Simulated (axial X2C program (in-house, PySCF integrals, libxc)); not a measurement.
# LuBr: cheaper levels and CCSD(T), two-component

All values were computed with an in-house relativistic program for diatomic molecules. Two-component (2c) means X2C with spin–orbit coupling and atomic mean-field two-electron Coulomb and Gaunt terms. Basis: Lu dyall-cv3z [13s14p10d8f5g], Br dyall-cv3z [8s9p6d4f1g] (cores contracted in-house); Gaussian nuclei, density fitting, unrestricted open shells. Masses: Lu 174.941 u, Br 78.918 u.

State: Ω = 0 (closed shell); fragments Lu + Br.

```
  level  Re (Å)  ωe (cm⁻¹)
   PBE0   2.531      227.3
     HF   2.615      213.4
    MP2   2.515      232.1
r2SCAN0   2.523      231.8
   PW91   2.528      224.4
    M06   2.540      228.8
```

Correlated methods: 32 electrons correlated (number of frozen shells: Lu 4 s, 3 p, 2 d; Br 3 s, 2 p, 1 d), 364 virtual spin orbitals or spinors in MP2, 140 natural virtuals in coupled cluster.

CCSD(T), same Hamiltonian and basis:

Re = 2.546 Å, ωe = 228.1 cm⁻¹; T1 = 0.016 (Lee–Taylor normalisation).

Question: Give the differences from CCSD(T) in the columns below.

Answer: 

```
  level  ΔRe (Å)  Δωe (cm⁻¹)
   PBE0   -0.015        -0.8
     HF    0.069       -14.7
    MP2   -0.031         4.0
r2SCAN0   -0.023         3.7
   PW91   -0.018        -3.7
    M06   -0.006         0.7
```

One determinant describes the state; a PBE0 search over occupations chose it and may have missed a lower one. The closed shell is kept restricted, so the energy runs too high when the bond is stretched far. De is not given where an atomic determinant may have missed its ground term or J level, or where the truncated virtual space spoils (T). CCSD and (T) use frozen natural virtuals with an MP2 correction for the truncation; (T) itself is uncorrected, so its De runs slightly low. The functionals have no current-density term, which raises determinants with orbital currents, atoms included.
